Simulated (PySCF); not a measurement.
A small calculation by hand: oscillator strength and radiative lifetime

Si(OSiH3)(F)2(Me) (CH6F2OSi2), SMILES C[Si](F)(F)O[SiH3].

Geometry optimised at ωB97X-D3(BJ)/def2-SVP. Other conformers were not sampled.

TDA-PBE/def2-SVPD run with PySCF puts the first singlet state with f over 0.02 at 7.85 eV (vertical), with the transition dipole (0.636, -0.305, 0.240) in atomic units.

### Question
Find the oscillator strength, the wavelength and the radiative lifetime that this transition would have in vacuum if emission retraced absorption.

### Answer

|μ|² = 0.5551 au, so |μ| = 1.89 D. ΔE = 7.85/27.211 = 0.2885 hartree. f = (2/3) ΔE |μ|² = 0.107 (the program prints 0.107).
λ = 1239.84/7.85 = 158 nm; ν = 63314 cm⁻¹.
Einstein's coefficient A = 0.6670 ν² f s⁻¹ (ν in cm⁻¹) = 2.9e8 s⁻¹, so τ = 1/A = 3.5 ns. This state is S4; the lower singlets have f = 0.001, 0.006, 0.012. The figure is the radiative limit of this one transition; relaxation, internal conversion, crossing to triplets and a medium change what is measured.
